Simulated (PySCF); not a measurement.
Isomers of C2H13NOSi4, mass 179.007 u with the commonest isotopes. Computed with PBE0/pcSseg-1 in PySCF (dipole) on a GFN2-xTB geometry, gas phase. One conformer each, none proved a minimum here; rigid rotors.

Question: Order these by out-of-plane moment Σ m c² = (Ia + Ib − Ic)/2, smallest first.
A. `[CH3:1][C:2](=[O:3])[NH:4][Si@@H:5]([SiH3:6])[SiH2:7][SiH3:8]` with C1–C2–N4–Si5 -177°, C2–N4–Si5–Si6 -12°, N4–Si5–Si7–Si8 19°
B. `[CH3:1][SiH2:2][Si@H:3]([SiH2:4][NH2:5])[SiH2:6][CH:7]=[O:8]` with C1–Si2–Si3–Si4 20°, Si2–Si3–Si4–N5 -167°, Si3–Si4–N5–H -53° and 171°, Si2–Si3–Si6–C7 55°, Si3–Si6–C7–O8 -5°
C. `[CH3:1][SiH2:2][Si@H:3]([NH:4][SiH3:5])[SiH2:6][CH:7]=[O:8]` with C1–Si2–Si3–N4 88°, Si2–Si3–N4–Si5 -177°, Si2–Si3–Si6–C7 -45°, Si3–Si6–C7–O8 16°
D. `[O:1]=[CH:2][C:3]([SiH3:4])([SiH3:5])[SiH2:6][NH:7][SiH3:8]` with O1–C2–C3–Si4 126°, C2–C3–Si6–N7 178°, C3–Si6–N7–Si8 178°
E. `[O:1]=[C:2]([CH2:3][SiH3:4])[SiH2:5][N:6]([SiH3:7])[SiH3:8]` with O1–C2–C3–Si4 -83°, O1–C2–Si5–N6 6°, C2–Si5–N6–Si7 -4°

Answer: A (47.75 u·Å²), E (67.44 u·Å²), C (68.36 u·Å²), D (133.54 u·Å²), B (147.35 u·Å²).

Question: Order these by rotational constant C, largest first.
A. `[CH3:1][SiH2:2][Si@H:3]([NH:4][SiH3:5])[SiH2:6][CH:7]=[O:8]` with C1–Si2–Si3–N4 88°, Si2–Si3–N4–Si5 -177°, Si2–Si3–Si6–C7 -45°, Si3–Si6–C7–O8 16°
B. `[CH3:1][SiH2:2][Si@H:3]([SiH2:4][NH2:5])[SiH2:6][CH:7]=[O:8]` with C1–Si2–Si3–Si4 20°, Si2–Si3–Si4–N5 -167°, Si3–Si4–N5–H -53° and 171°, Si2–Si3–Si6–C7 55°, Si3–Si6–C7–O8 -5°
C. `[CH3:1][C:2](=[O:3])[NH:4][Si@@H:5]([SiH3:6])[SiH2:7][SiH3:8]` with C1–C2–N4–Si5 -177°, C2–N4–Si5–Si6 -12°, N4–Si5–Si7–Si8 19°
D. `[O:1]=[CH:2][C:3]([SiH3:4])([SiH3:5])[SiH2:6][NH:7][SiH3:8]` with O1–C2–C3–Si4 126°, C2–C3–Si6–N7 178°, C3–Si6–N7–Si8 178°

Answer: B (585.1 MHz), D (518.3 MHz), A (478.8 MHz), C (456.0 MHz).

Question: Order these by rotational constant B, largest first.
A. `[CH3:1][SiH2:2][Si@H:3]([NH:4][SiH3:5])[SiH2:6][CH:7]=[O:8]` with C1–Si2–Si3–N4 88°, Si2–Si3–N4–Si5 -177°, Si2–Si3–Si6–C7 -45°, Si3–Si6–C7–O8 16°
B. `[O:1]=[C:2]([CH2:3][SiH3:4])[SiH2:5][N:6]([SiH3:7])[SiH3:8]` with O1–C2–C3–Si4 -83°, O1–C2–Si5–N6 6°, C2–Si5–N6–Si7 -4°
C. `[CH3:1][SiH2:2][Si@H:3]([SiH2:4][NH2:5])[SiH2:6][CH:7]=[O:8]` with C1–Si2–Si3–Si4 20°, Si2–Si3–Si4–N5 -167°, Si3–Si4–N5–H -53° and 171°, Si2–Si3–Si6–C7 55°, Si3–Si6–C7–O8 -5°
D. `[O:1]=[CH:2][C:3]([SiH3:4])([SiH3:5])[SiH2:6][NH:7][SiH3:8]` with O1–C2–C3–Si4 126°, C2–C3–Si6–N7 178°, C3–Si6–N7–Si8 178°

Answer: C (792.4 MHz), A (656.4 MHz), D (553.9 MHz), B (521.4 MHz).

```tsv
SMILES	point group	Ia (u·Å²)	Ib (u·Å²)	Ic (u·Å²)	κ	μa (D)	μb (D)	μc (D)
C[SiH2][Si@H](N[SiH3])[SiH2]C=O	C1	422.33	769.97	1055.58	-0.51	1.19	0.51	0.99
O=CC([SiH3])([SiH3])[SiH2]N[SiH3]	C1	329.58	912.48	974.98	-0.93	1.88	1.59	0.27
C[SiH2][Si@H]([SiH2]N)[SiH2]C=O	C1	520.74	637.78	863.81	0.08	2.13	0.32	0.68
CC(=O)N[Si@@H]([SiH3])[SiH2][SiH3]	C1	418.90	784.86	1108.25	-0.50	2.14	2.37	1.54
O=C(C[SiH3])[SiH2]N([SiH3])[SiH3]	C1	266.52	969.22	1100.86	-0.91	2.45	2.12	0.58
```
